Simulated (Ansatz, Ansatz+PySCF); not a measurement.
```xyz
3

O     0.8372    0.0000    0.0000
O    -0.4186    0.7250    0.0000
O    -0.4186   -0.7250    0.0000
```

Basis set: cc-pVDZ (spherical functions). Left uncorrelated: 3 orbitals. Charge 0, multiplicity 1.

Computed with Ansatz (development build ahead of 0.2.0); each method stands on the lowest determinant of its kind that the runs found. Restricted open shells among the atoms or ions are ROHF, correlated in semicanonical orbitals with singles. Restricted functionals stand beside restricted open-shell atoms, which can lie above the unrestricted atoms usual in DFT and then raise those values.

The atomization energy at this shape (free ground-state atoms in the same class of orbitals less the molecule, no zero-point energy) of singlet O₃:

```tsv
method	atomization energy
ωB97X (restricted)	109.89 kcal/mol
ωB97X (unrestricted)	105.01 kcal/mol
r²SCAN (restricted)	120.24 kcal/mol
r²SCAN (unrestricted)	114.47 kcal/mol
PBE (unrestricted)	147.76 kcal/mol
PBE (restricted)	150.97 kcal/mol
PBE0 (unrestricted)	104.08 kcal/mol
PBE0 (restricted)	108.15 kcal/mol
RHF-CCSD(T)	81.13 kcal/mol
UHF-CCSD(T)	80.62 kcal/mol
RHF-MP2	97.02 kcal/mol
UHF-MP2	75.76 kcal/mol
UHF	-80.10 kcal/mol
RHF	-72.60 kcal/mol
```

(1) What does RHF-CCSD give?

## Answers

(1) 67.91 kcal/mol. Caution for UHF-CCSD(T), UHF-MP2, UHF: the determinant breaks the point group; the unrestricted determinant is spin contaminated. Caution for UHF-MP2: another reference gives a lower total. Caution for UHF, RHF: the molecule lies well above its atoms at this level.
